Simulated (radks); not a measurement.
Q: These are the eigenvalues of the occupied orbitals of an atom or ion with whole-number occupations (Ry). Calculated with a radial shooting solver on a logarithmic mesh with Libxc functionals: Dirac Kohn-Sham, PW91, spin-unpolarised, spherical densities, finite nucleus; Fermi nuclear charge, rms radius of each element as measured or else 0.836 A^(1/3) + 0.57 fm.

orbital  eigenvalue
1s1/2     -3429.541
2s1/2     -562.0856
2p1/2     -532.9566
2p3/2     -488.6371
3s1/2     -124.9755
3p1/2     -112.4282
3p3/2     -103.4563
3d3/2     -81.66989
3d5/2     -79.72167
4s1/2     -26.67426
4p1/2     -21.85852
4p3/2     -19.87962
4d3/2     -11.94513
4d5/2     -11.59011
5s1/2      -5.21953
5p1/2      -3.87778
5p3/2      -3.58890
4f5/2      -2.40068

Which element is it, and in what charge state? The configuration may be excited. Open shells, if any, fill j = l - 1/2 first.

A: Z = 62, samarium, charge +3: Sm3+ in [Xe] 4f5. The list shows which subshells hold electrons but not how many an open one holds; the 1s level, -1714.8 hartree, gives Z - s = 58.6 by -(Z - s)^2/2, which with screening and relativity narrows Z to a few neighbours, and the depths of the outer levels then fix element, charge and occupations together.
